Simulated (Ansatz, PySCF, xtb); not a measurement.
Dimer: HCl (SMILES Cl) (first 2 atoms) with CH6Si (SMILES C[SiH3]); geometry from B3LYP-D3(BJ)/def2-TZVP.
(charge 0, multiplicity 1):
```tsv
atom	x (Å)	y (Å)	z (Å)
Cl	-0.5615	-0.6871	-0.5001
H	-0.1215	-0.2696	0.6359
C	0.3306	0.7965	5.0661
Si	-0.2189	-0.2530	3.6158
H	0.0753	1.8455	4.9069
H	1.4100	0.7272	5.2104
H	-0.1558	0.4657	5.9856
H	-1.6797	-0.1491	3.3946
H	0.1387	-1.6770	3.8106
H	0.4578	0.2124	2.3725
```

Interaction energies are E(AB) − E(A) − E(B) at the monomers' geometry in the complex; basis-set methods are counterpoise corrected. Rows marked so take none.

Correlated levels freeze the cores. CBS(a, b) extrapolates the correlation energy as X⁻³ and adds the Hartree–Fock energy of set b. Rows in 3-21G, 6-31G* carry no dispersion term and start afresh at each structure (6-31G* with six Cartesian d functions).

Run with Ansatz (Gaussian orbitals); PySCF for 3-21G rows, 6-31G* rows, the dispersion terms; xtb for the GFN methods. Values without a source in brackets are computed.

```json
[
 {"level": "GFN2-xTB", "interaction energy (meV)": "-39.9"},
 {"level": "HF/6-31G*", "interaction energy (meV)": "30.3"},
 {"level": "r2SCAN/def2-TZVPPD", "interaction energy (meV)": "-55.7"},
 {"level": "B3LYP/3-21G (no counterpoise)", "interaction energy (meV)": "-67.0"},
 {"level": "B3LYP-D4/def2-TZVPPD", "interaction energy (meV)": "-70.4"},
 {"level": "CAM-B3LYP/def2-TZVPPD", "interaction energy (meV)": "?"},
 {"level": "CAM-B3LYP-D4/def2-TZVPPD", "interaction energy (meV)": "-67.5"},
 {"level": "CCSD/aug-cc-pV(T+d)Z", "interaction energy (meV)": "-40.3"},
 {"level": "CCSD(T)/CBS(aug-cc-pV(D+d)Z, aug-cc-pV(T+d)Z)", "interaction energy (meV)": "?"}
]
```

Problem. What belongs in the gaps?

Solution. 
- CAM-B3LYP/def2-TZVPPD, interaction energy (meV): -37.4
- CCSD(T)/CBS(aug-cc-pV(D+d)Z, aug-cc-pV(T+d)Z), interaction energy (meV): -59.9

Ansatz is a first-principles code.
